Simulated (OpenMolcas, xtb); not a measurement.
How methods differ on GeSiH4O2 (SMILES [OH][Ge][O][SiH3])

The species is GeSiH4O2 (8 atoms), meant as a singlet with charge 0. As SMILES, `[OH][Ge][O][SiH3]`. The coordinates come from a PBE0-D4/def2-TZVP relaxation. This is one conformer, not always the lowest.

```xyz
8

O     1.4101    2.5053    0.1495
Ge    1.6239    0.9026   -0.5814
O     0.0843    0.2002    0.0310
Si   -0.7151   -1.2291   -0.0566
H     0.5872    2.5773    0.6466
H    -2.0460   -1.0180   -0.6825
H     0.0486   -2.2147   -0.8727
H    -0.9008   -1.7808    1.3103
```

Quantity: the dipole moment, in D. The values are calculated.

```json
{"level": "GFN2-xTB", "kind": "semi-empirical", "program": "xtb", "value (D)": "1.06", "CPU time": "under 2 s"}
{"level": "GFN0-xTB", "kind": "semi-empirical", "program": "xtb", "value (D)": "0.26", "CPU time": "under 2 s"}
{"level": "HF/def2-SVP", "kind": "Hartree–Fock", "program": "OpenMolcas", "value (D)": "0.94", "CPU time": "10 s"}
{"level": "SVWN5/def2-SVP", "kind": "LDA", "program": "OpenMolcas", "value (D)": "0.67", "CPU time": "19 s"}
{"level": "BLYP/def2-SVP", "kind": "GGA", "program": "OpenMolcas", "value (D)": "0.53", "CPU time": "25 s"}
{"level": "M06-L/def2-SVP", "kind": "meta-GGA", "program": "OpenMolcas", "value (D)": "0.62", "CPU time": "36 s"}
{"level": "TPSS/def2-SVP", "kind": "meta-GGA", "program": "OpenMolcas", "value (D)": "0.56", "CPU time": "35 s"}
{"level": "B3LYP/def2-SVP", "kind": "global hybrid", "program": "OpenMolcas", "value (D)": "0.63", "CPU time": "25 s"}
```

All-electron rows without a relativistic Hamiltonian named are non-relativistic. The values span 0.26 to 1.06 D. Magnitudes only. CPU times are rough (shared hosts, several kinds of processor and program).
